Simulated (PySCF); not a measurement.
PySCF 2.14 output of an unrestricted wB97M-V calculation on a single atom or ion in aug-cc-pVDZ (4s3p2d, 23 functions), with the non-relativistic Hamiltonian (point nucleus):

```
SCF conv_tol = 1e-09
number electrons alpha = 5  beta = 3
    N. Mardirossian and M. Head-Gordon.,  J. Chem. Phys. 144, 214110 (2016)
cycle= 1 E= -74.4918406143578  delta_E= -0.0043  |g|= 0.0211  |ddm|= 0.13
cycle= 2 E= -74.4923410299181  delta_E= -0.0005  |g|= 0.00847  |ddm|= 0.0491
cycle= 3 E= -74.4924384100083  delta_E= -9.74e-05  |g|= 0.00381  |ddm|= 0.0286
cycle= 4 E= -74.4924460445204  delta_E= -7.63e-06  |g|= 0.000329  |ddm|= 0.00796
cycle= 5 E= -74.4924461903864  delta_E= -1.46e-07  |g|= 2.88e-05  |ddm|= 0.00125
cycle= 6 E= -74.492446190793  delta_E= -4.07e-10  |g|= 1.47e-06  |ddm|= 6.32e-05
converged SCF energy = -74.492446190793  <S^2> = 2.0103493  2S+1 = 3.0068916
```

The run itself started from symmetry-adapted Hartree-Fock orbitals and held the occupation by maximum overlap, on a logarithmic radial grid, so the iterations belong to that start.

Task: Which element, charge and spin multiplicity is this?

Result: O (oxygen, neutral), multiplicity 3; the state was [He] 2s1 2p5, high-spin 3P determinant (an excited configuration).
